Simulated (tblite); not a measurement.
Species: C7H16O2Si.
Atom-mapped SMILES: `[CH3:1][O:2][SiH2:3][O:4][CH2:5][CH:6]1[CH2:7][CH2:8][CH2:9][CH2:10]1` (hydrogens: H11, H12, H13 on C1; H14, H15 on Si3; H16, H17 on C5; H18 on C6; H19, H20 on C7; H21, H22 on C8; H23, H24 on C9; H25, H26 on C10)

Computed with GFN2-xTB (tblite), gas phase: L-BFGS steps from a force-field or distance-geometry start until the largest atomic force falls under 0.01 eV/Å.

Step 42: E = -901.3497 eV
```
atom  x, y, z in Å  |  force x, y, z in eV/Å
C1      4.2825    0.6503    0.1280   -0.014  -0.003  -0.002
O2      3.8533   -0.6488    0.4068   -0.011   0.026   0.041
Si3     2.4845   -1.4374    0.0959    0.021  -0.001  -0.011
O4      1.2353   -0.4930    0.5189    0.008   0.010  -0.003
C5     -0.1125   -0.8551    0.6280    0.001  -0.014  -0.009
C6     -0.9889    0.3928    0.7478   -0.012   0.000   0.026
C7     -2.4527    0.0270    1.0466   -0.018   0.006  -0.027
C8     -3.2144    0.1143   -0.2906    0.015  -0.001  -0.012
C9     -2.1732    0.4945   -1.3510    0.011  -0.007   0.013
C10    -1.0587    1.1793   -0.5639    0.004  -0.014   0.013
H11     3.4687    1.2785   -0.2354    0.006   0.004  -0.009
H12     4.6832    1.0887    1.0456    0.008  -0.019  -0.022
H13     5.0761    0.6120   -0.6239   -0.033   0.013  -0.005
H14     2.3366   -1.7922   -1.3225   -0.001   0.012   0.018
H15     2.6601   -2.5935    0.9624   -0.004  -0.022  -0.009
H16    -0.2355   -1.4758    1.5244    0.002  -0.011   0.008
H17    -0.4095   -1.4587   -0.2351   -0.020  -0.001  -0.037
H18    -0.5571    1.0019    1.5446   -0.003   0.026   0.029
H19    -2.8730    0.7318    1.7639    0.011  -0.012   0.000
H20    -2.5228   -0.9694    1.4835    0.002   0.022  -0.014
H21    -3.9911    0.8778   -0.2323    0.033  -0.001  -0.002
H22    -3.7006   -0.8290   -0.5379    0.002   0.013   0.011
H23    -2.5902    1.1406   -2.1232    0.008  -0.014   0.017
H24    -1.7844   -0.4016   -1.8367   -0.014   0.005   0.002
H25    -1.3301    2.2146   -0.3498   -0.009  -0.011  -0.024
H26    -0.1066    1.1729   -1.0914    0.009  -0.005   0.005
```

Step 43: E = -901.3501 eV
```
atom  x, y, z in Å  |  force x, y, z in eV/Å
C1      4.2818    0.6511    0.1273   -0.011  -0.003  -0.001
O2      3.8537   -0.6478    0.4090   -0.018   0.031   0.044
Si3     2.4847   -1.4362    0.0977    0.018  -0.006  -0.021
O4      1.2347   -0.4930    0.5209    0.000  -0.001   0.003
C5     -0.1129   -0.8570    0.6281   -0.004  -0.006  -0.009
C6     -0.9886    0.3916    0.7483   -0.013  -0.004   0.026
C7     -2.4526    0.0273    1.0463   -0.021   0.006  -0.018
C8     -3.2140    0.1155   -0.2902    0.010  -0.003  -0.025
C9     -2.1734    0.4942   -1.3505    0.038   0.003   0.006
C10    -1.0575    1.1775   -0.5641    0.016  -0.012   0.027
H11     3.4672    1.2797   -0.2334    0.002   0.000  -0.012
H12     4.6866    1.0914    1.0421    0.007  -0.024  -0.012
H13     5.0729    0.6119   -0.6270   -0.030   0.013  -0.014
H14     2.3359   -1.7869   -1.3223    0.003   0.009   0.028
H15     2.6579   -2.5938    0.9631    0.001  -0.016  -0.014
H16    -0.2375   -1.4799    1.5234    0.009   0.000  -0.002
H17    -0.4094   -1.4590   -0.2368   -0.012   0.004  -0.028
H18    -0.5563    1.0001    1.5457   -0.007   0.022   0.019
H19    -2.8732    0.7317    1.7629    0.008   0.007   0.014
H20    -2.5251   -0.9683    1.4837    0.008   0.005  -0.012
H21    -3.9904    0.8786   -0.2327    0.021   0.016   0.005
H22    -3.7001   -0.8267   -0.5385   -0.011  -0.012   0.011
H23    -2.5882    1.1411   -2.1230    0.001  -0.013   0.014
H24    -1.7857   -0.4024   -1.8355   -0.012   0.000  -0.004
H25    -1.3265    2.2137   -0.3506   -0.008  -0.015  -0.026
H26    -0.1049    1.1681   -1.0910    0.004  -0.001   0.003
```

Problem. Estimate the geometry and energy of step 44. (The exact step hangs on the optimiser's Hessian estimate; all steps are aligned on step 43, rigid shifts and turns removed.)

Solution. E = -901.3506 eV, largest force 0.057 eV/Å
```
atom  x, y, z in Å  |  force x, y, z in eV/Å
C1      4.2809    0.6520    0.1266   -0.006   0.001  -0.001
O2      3.8536   -0.6462    0.4123   -0.023   0.028   0.044
Si3     2.4853   -1.4352    0.0993    0.007  -0.008  -0.018
O4      1.2342   -0.4931    0.5229   -0.009  -0.016   0.007
C5     -0.1133   -0.8591    0.6280   -0.009   0.004  -0.007
C6     -0.9885    0.3904    0.7494   -0.007  -0.005   0.018
C7     -2.4530    0.0277    1.0457   -0.014   0.006   0.000
C8     -3.2134    0.1168   -0.2902    0.003  -0.005  -0.028
C9     -2.1730    0.4939   -1.3499    0.053   0.008  -0.002
C10    -1.0559    1.1754   -0.5639    0.024  -0.007   0.032
H11     3.4657    1.2810   -0.2318   -0.006  -0.001  -0.013
H12     4.6902    1.0937    1.0383    0.007  -0.022   0.002
H13     5.0689    0.6119   -0.6304   -0.024   0.008  -0.025
H14     2.3353   -1.7812   -1.3217    0.008   0.003   0.028
H15     2.6555   -2.5946    0.9636    0.006  -0.007  -0.022
H16    -0.2394   -1.4842    1.5221    0.016   0.009  -0.015
H17    -0.4096   -1.4590   -0.2391   -0.002   0.012  -0.013
H18    -0.5556    0.9987    1.5473   -0.014   0.011   0.006
H19    -2.8732    0.7316    1.7623    0.003   0.025   0.024
H20    -2.5273   -0.9669    1.4837    0.011  -0.015  -0.010
H21    -3.9892    0.8797   -0.2332    0.008   0.032   0.007
H22    -3.6998   -0.8244   -0.5390   -0.021  -0.032   0.008
H23    -2.5861    1.1412   -2.1226   -0.004  -0.008   0.010
H24    -1.7873   -0.4034   -1.8344   -0.004  -0.009  -0.012
H25    -1.3229    2.2124   -0.3520   -0.005  -0.015  -0.022
H26    -0.1030    1.1632   -1.0904    0.001   0.002   0.004
```

The energy changes by -0.0005 eV. The first-order estimate −F·Δx gives -0.0007 eV and the mean of the old and new forces, exact on a quadratic surface, -0.0005 eV. The step makes an angle of 72° with the force vector and moves no atom by more than 0.006 Å.

What follows is the cost of the whole relaxation. The run took 1.8 s of wall time on an Intel Xeon 6975P-C with one thread, no GPU, on a shared host.
